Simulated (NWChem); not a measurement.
SiNH4OF; SMILES N[SiH](O)F

```xyz
8

Si     0.0801     0.0276    -0.3705
N      0.5306    -1.4698     0.2823
O      0.9604     1.1875     0.4093
F     -1.4801     0.4405    -0.1321
H      0.2457    -0.0149    -1.8420
H      0.4198    -2.3385    -0.2238
H      0.6931    -1.6055     1.2724
H      0.5344     2.0452     0.4960
```
Atoms are numbered in this order, from 1.

Program: NWChem. Geometry: optimised at PBE0/def2-SVP. B3LYP is NWChem's, with the RPA form of VWN correlation. Static field.

```json
[
 {"level": "PBE/aug-cc-pVDZ", "isotropic polarisability (bohr³)": "41.3", "anisotropy (bohr³)": "5.5"},
 {"level": "B3LYP/aug-cc-pVDZ", "isotropic polarisability (bohr³)": "…", "anisotropy (bohr³)": "5.2"},
 {"level": "Hartree-Fock/aug-cc-pVDZ", "isotropic polarisability (bohr³)": "34.0", "anisotropy (bohr³)": "4.6"}
]
```

Q: Some entries are withheld; supply them.

A: 
- B3LYP/aug-cc-pVDZ, isotropic polarisability (bohr³): 39.1
